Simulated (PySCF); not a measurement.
Spin-rotation constants: `C[N]([SiH3])[GeH2][CH2][SiH3]`, C2H13GeNSi2

Geometry:
```csv
atom,x (Å),y (Å),z (Å)
C1,-0.992,-0.184,-1.751
N2,-1.226,0.374,-0.435
Si3,-2.242,-0.523,0.634
Ge4,0.070,1.487,0.241
C5,1.534,0.543,1.177
Si6,2.312,-0.864,0.171
H7,-1.940,-0.481,-2.202
H8,-0.522,0.566,-2.392
H9,-0.340,-1.064,-1.725
H10,-3.469,-0.810,-0.114
H11,-1.638,-1.795,1.069
H12,-2.469,0.340,1.791
H13,0.569,2.259,-0.962
H14,-0.654,2.430,1.174
H15,1.139,0.149,2.113
H16,2.295,1.279,1.438
H17,2.672,-0.392,-1.169
H18,1.374,-1.986,0.068
H19,3.520,-1.319,0.868
```

Method: PySCF, GIAO CAM-B3LYP/pcSseg-1 magnetisability, rotational g tensor and spin-rotation constants, non-relativistic, gas phase. Geometry: GFN2-xTB.

The calculation is non-relativistic, which matters for the atoms heavier than Zn.

Q: Give the nuclear spin-rotation constants along the inertial axes (H = +C I·J) beside the isotropic shieldings.

A: Rotational constants 1.7937, 1.0078, 0.8463 GHz. A star marks the isotopologue with that one atom substituted, in its own axes.
| atom | isotope | Caa (kHz) | Cbb (kHz) | Ccc (kHz) | mean (kHz) | σ (ppm) |
| --- | --- | --- | --- | --- | --- | --- |
| N2 | 14N | 0.044 | 0.032 | 0.029 | 0.035 | 258.4 |
| H7 | 1H | 0.026 | -0.097 | -0.074 | -0.049 | 28.9 |
| H8 | 1H | -0.156 | -0.055 | -0.023 | -0.078 | 28.8 |
| H9 | 1H | -0.077 | -0.018 | -0.089 | -0.061 | 28.8 |
| H10 | 1H | 0.028 | -0.085 | -0.054 | -0.037 | 27.2 |
| H11 | 1H | -0.108 | 0.001 | -0.060 | -0.056 | 27.2 |
| H12 | 1H | -0.157 | -0.025 | -0.019 | -0.067 | 27.2 |
| H13 | 1H | -0.155 | -0.068 | 0.011 | -0.071 | 27.2 |
| H14 | 1H | -0.118 | -0.020 | -0.039 | -0.059 | 26.8 |
| H15 | 1H | -0.190 | -0.116 | -0.004 | -0.103 | 31.5 |
| H16 | 1H | -0.105 | -0.052 | -0.104 | -0.087 | 32.0 |
| H17 | 1H | -0.158 | -0.092 | 0.026 | -0.074 | 27.8 |
| H18 | 1H | -0.069 | -0.012 | -0.081 | -0.054 | 27.7 |
| H19 | 1H | 0.022 | -0.089 | -0.056 | -0.041 | 27.6 |
| C1 | 13C* | 0.361 | 0.186 | 0.127 | 0.225 | 143.9 |
| Si3 | 29Si* | -1.022 | -0.626 | -0.462 | -0.703 | 392.0 |
| Ge4 | 73Ge* | -0.524 | -0.299 | -0.270 | -0.365 | 1336.8 |
| C5 | 13C* | 0.188 | 0.111 | 0.098 | 0.132 | 189.8 |
| Si6 | 29Si* | -1.017 | -0.536 | -0.468 | -0.674 | 415.4 |

For the geometry as given, no vibrational averaging.

Q: How do the rotational constants and the g tensor change when H7, H8, H9, H10, H11, H12, H13, H14, H15, H16, H17, H18, H19 are replaced by deuterium?

A: Constants 1.4958, 0.8657, 0.7429 GHz; g -0.0195, -0.0116, -0.0109, against -0.0233, -0.0136, -0.0124 before.
